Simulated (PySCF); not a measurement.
Calcium monohydride cation, CaH (charge +1).
Z-matrix (Å and degrees, PBE0-D3(BJ)/def2-SVP geometry), rows numbered from 1:
```
Ca
H   1  1.8824
```

The closed-shell ground state was solved at several levels (PySCF, density fitting, gas phase, non-relativistic).

| level | basis functions | total energy (Eh) | HOMO (eV) | LUMO (eV) | gap (eV) |
| --- | --- | --- | --- | --- | --- |
| CAM-B3LYP/pcSseg-2 | 64 | -677.9628 | -13.18 | -6.50 | 6.68 |
| B3LYP/pcJ-1 (pcSseg-1 on Ca) | 48 | -677.8663 | -11.73 | -7.53 | 4.20 |
| CAM-B3LYP/def2-SVPD | 35 | -677.8576 | -13.12 | -6.54 | 6.58 |

Estimate the row for PBE0/pcSseg-1, a basis of 43 functions; the other rows only guide the guess.

Total energy -677.6629 Eh, HOMO -11.83 eV, LUMO -7.10 eV, gap 4.73 eV.

Over all these levels, which gives the widest orbital gap and which the narrowest?

CAM-B3LYP/pcSseg-2 (range-separated hybrid) has the widest, 6.68 eV, and B3LYP/pcJ-1 (pcSseg-1 on Ca) (global hybrid, 20 % exact exchange) the narrowest, 4.20 eV. Functional and basis both differ between the two, so the spread mixes both effects.
